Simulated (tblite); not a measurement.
Species: C4H14FNPSi2 (charge +1).
Cartesian coordinates in Å at the GFN2-xTB level; atoms count from 1:
```xyz
23
C4H14FNPSi2 angstrom
C      0.4797    1.6234    1.3020
P      0.2635    0.2132    0.1918
N     -1.2731   -0.3024    0.0534
Si    -2.3565    0.5210   -1.1101
Si    -1.9150   -1.4320    1.2852
C      1.5613   -1.0601    0.4386
C      2.3794   -0.3754   -0.6787
F      3.2438    0.5194   -0.1085
C      1.2304    0.4045   -1.3556
H     -0.1135    2.4614    0.9350
H      0.1362    1.3499    2.3001
H      1.5331    1.9027    1.3347
H     -1.4644    1.4550   -1.8032
H     -3.3584    1.2069   -0.3044
H     -2.8606   -0.5532   -1.9531
H     -0.7424   -1.7346    2.1108
H     -2.4048   -2.5653    0.5143
H     -2.9311   -0.6862    2.0165
H      1.2274   -2.0564    0.1528
H      2.0778   -1.0986    1.3963
H      2.9759   -1.0276   -1.3207
H      1.5111    1.4071   -1.6740
H      0.7955   -0.1455   -2.1886
```

Calculated harmonic vibrations of the isolated species, GFN2-xTB (tblite), most abundant isotopes, no scaling. The method is semi-empirical: single wavenumbers can be off by several per cent or more. Modes of hydrogen on silicon can be 10 to 20 % off. One conformer, not necessarily the lowest.

Problem. How many normal modes are there?

Solution. 23 atoms, non-linear: 3N − 6 = 63.

Problem. What is the point group of the computed structure, and how do the modes divide by symmetry?

Solution. Cs. The vibrations span 35 a′ + 28 a″.

Problem. How many distinct wavenumbers does the calculation give?

Solution. 63: Cs has no degenerate species.

Problem. How many fundamentals are allowed in the infrared by symmetry?

Solution. 63 of 63: in Cs every mode is allowed. All fundamentals are allowed in the Raman spectrum.

Problem. How large is the harmonic zero-point energy?

Solution. ½Σν̃ = 36096 cm⁻¹ = 103.2 kcal/mol (63 modes), 54.0 kcal/mol of it from above 1550 cm⁻¹.
